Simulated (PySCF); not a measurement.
Cartesian coordinates in Å; atom numbers follow the order of the lines, from 1:
```xyz
40

C    -3.688   -3.711    0.259
C    -3.591   -2.445   -0.577
C    -2.289   -1.681   -0.378
C    -2.193   -0.390   -1.180
B    -0.862    0.454   -1.133
C    -0.924    1.979   -1.533
C    -1.133    2.799   -0.249
C    -1.180    4.304   -0.482
C    -1.393    5.105    0.792
C     0.474   -0.211   -0.628
C     1.784    0.553   -0.789
C     3.018   -0.171   -0.255
C     3.027   -0.361    1.254
H    -3.613   -3.485    1.335
H    -2.874   -4.413    0.016
H    -4.640   -4.237    0.095
H    -3.700   -2.696   -1.647
H    -4.440   -1.778   -0.343
H    -2.167   -1.456    0.698
H    -1.443   -2.344   -0.631
H    -2.307   -0.616   -2.264
H    -3.059    0.265   -0.967
H     0.004    2.323   -2.021
H    -1.758    2.190   -2.225
H    -2.069    2.483    0.247
H    -0.327    2.576    0.475
H    -0.241    4.619   -0.969
H    -1.982    4.531   -1.206
H    -0.594    4.911    1.525
H    -2.349    4.844    1.274
H    -1.407    6.188    0.595
H     0.284   -0.440    0.441
H     0.558   -1.218   -1.081
H     1.940    0.780   -1.858
H     1.702    1.536   -0.291
H     3.920    0.391   -0.554
H     3.101   -1.154   -0.751
H     2.972    0.607    1.778
H     2.174   -0.968    1.596
H     3.943   -0.869    1.591
```

Geometry: PBE0-D3(BJ)/def2-SVP; GIAO shifts from PySCF, gas phase, non-relativistic, averaged over equivalent atoms.

At wB97X-D/pcSseg-1 (356 basis functions, 2.9 min wall time on 1 thread of an AMD EPYC 7R13, shared host):
```
                              atoms  δ (ppm)
                          C4/C6/C10     28.7
                          C2/C8/C12     28.6
                          C3/C7/C11     27.9
                          C1/C9/C13     15.8
                                 B5     83.6
            H17/H18/H27/H28/H36/H37     1.23
            H21/H22/H23/H24/H32/H33     1.12
            H19/H20/H25/H26/H34/H35     1.08
H14/H15/H16/H29/H30/H31/H38/H39/H40     0.98
```

Scale: ¹³C (184.54 ppm), ¹H (31.38 ppm) vs TMS; ¹¹B (101.61 ppm) against BF3·OEt2 (reference shieldings calculated alike).

Predict the values at PBE0/pcSseg-1 on the same geometry.

## Answers


```csv
atoms,δ at PBE0/pcSseg-1,change
C4/C6/C10,30.2,+1.5
C2/C8/C12,29.3,+0.7
C3/C7/C11,28.7,+0.8
C1/C9/C13,15.7,-0.1
B5,87.1,+3.5
H17/H18/H27/H28/H36/H37,1.27,+0.04
H21/H22/H23/H24/H32/H33,1.21,+0.09
H19/H20/H25/H26/H34/H35,1.12,+0.04
H14/H15/H16/H29/H30/H31/H38/H39/H40,0.98,+0.00
```

Chemical shifts δ = σref − σ; TMS for ¹³C (σref 184.41) and ¹H (σref 31.27); BF3·OEt2 for ¹¹B (σref 100.73), all at this level.

The largest change is at B5 (boron bonded to 3 C). Cost: 356 basis functions, 2.2 min wall time on 1 thread of an AMD EPYC 7R13, shared host. The order of the carbon signals is the same at both levels.

A carbon bonded to boron is broadened by the quadrupolar boron nucleus and is often missing from a measured spectrum. The carbons averaged at δ 28.7 differ by 8 ppm in this conformer.
